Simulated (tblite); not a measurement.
Compound: C₄H₉NOSi.
Numbering: `[CH2:1]=[C:2]([CH3:3])[SiH2:4][NH:5][CH:6]=[O:7]` (hydrogens: H8, H9 on C1; H10, H11, H12 on C3; H13, H14 on Si4; H15 on N5; H16 on C6)

A start from a force field or distance geometry was refined with GFN2-xTB geometry optimisation, gas phase in tblite. Values at the start:

```tsv
coordinate	start
C1=C2	1.335 Å
C1–H8	1.088 Å
C1–H9	1.091 Å
C2–C3	1.506 Å
C2–Si4	1.877 Å
C3–H10	1.091 Å
Si4–N5	1.742 Å
Si4–H13	1.460 Å
Si4–H14	1.489 Å
N5–C6	1.360 Å
N5–H15	1.013 Å
C6=O7	1.222 Å
C6–H16	1.115 Å
C1–C2–C3	122.9°
C1–C2–Si4	122.2°
C2–Si4–N5	106.6°
C3–C2–Si4	114.9°
Si4–N5–C6	121.3°
N5–C6–O7	128.2°
C1–C2–Si4–N5	63°
C2–Si4–N5–C6	180°
Si4–N5–C6–O7	-1°
```

Problem. How do these coordinates change at the GFN2-xTB level?

Solution. 
```
  coordinate  GFN2-xTB (Å or °)  change
     Si4–H14              1.462  -0.027
       N5–C6              1.338  -0.022
      Si4–N5              1.758  +0.016
       C6=O7              1.207  -0.015
      C2–Si4              1.889  +0.012
       C1–H9              1.080  -0.011
       C1–H8              1.078  -0.010
      C6–H16              1.105  -0.010
       C1=C2              1.327  -0.008
       C2–C3              1.498  -0.008
      N5–H15              1.006  -0.007
      C3–H10              1.088  -0.003
     Si4–H13              1.462  +0.002
   Si4–N5–C6              114.8    -6.5
    N5–C6–O7              121.9    -6.3
   C1–C2–Si4              125.4    +3.2
    C1–C2–C3              120.7    -2.2
   C3–C2–Si4              113.9    -1.0
   C2–Si4–N5              106.4    -0.2
C1–C2–Si4–N5                 13     -50
C2–Si4–N5–C6               -178      +2
Si4–N5–C6–O7                  0      +1
```

The energy falls by 4.4 kcal/mol over 132 L-BFGS steps, the largest force on an atom goes from 2.00 to 0.009 eV/Å, and the atoms move by 0.656 Å rms after alignment. The bond that changes most is Si4–H14 (SiH2 silicon to Si–H hydrogen), which shortens by 0.027 Å. Bonds longer at the end by more than 0.005 Å: 2 of 15; shorter: 11. Among the dihedrals that turn most is C3–C2–Si4–H14, from 1° to -52°. Rotational constants go from 5426, 1039, 965.4 to 5689, 1126, 960.0 MHz.

Its GFN2-xTB frequencies are all real (lowest 22 cm⁻¹). One conformer, not necessarily the lowest. 3 starts were optimised and ended at 0.00, 0.02 and 1.40 kcal/mol (GFN2-xTB); the lowest of these is shown.

The numbers are calculated, not measured.
